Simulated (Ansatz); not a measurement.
```yaml
crystal:
  periodic: [false, false, false]
  atoms:
    - {symbol: Si, position_ang: [-0.470241, -0.860159, -1.179620]}
    - {symbol: Si, position_ang: [0.837996, 0.315282, 0.338861]}
    - {symbol: Cl, position_ang: [2.806759, -0.266133, 0.263218]}
    - {symbol: P, position_ang: [0.078433, 0.849254, 2.363037]}
    - {symbol: Te, position_ang: [0.347709, 2.694593, 0.643082]}
    - {symbol: H, position_ang: [-1.874386, -0.424166, -0.973819]}
    - {symbol: H, position_ang: [-0.345287, -2.321271, -0.938481]}
    - {symbol: H, position_ang: [-0.026400, -0.543634, -2.560767]}
    - {symbol: H, position_ang: [-1.266082, 0.509734, 2.027490]}
basis:
  gaussian: {orbitals: def2-TZVPP}
hamiltonian: {xc: {name: HF}}
correlation: {method: mp2, frozen_orbitals: {Si: 9}}
output: {forces: true}
```

```sh
$ ansatz run in.yaml --threads 4 --pin off --events-out ev --progress --plain --max-ram 10444MiB
```

Problem. How does Ansatz answer? (An estimate is asked.)

Solution. Computed: The program refused the input.
```
Functional definition: HF
Error: "frozen_orbitals" has no count for Cl
```
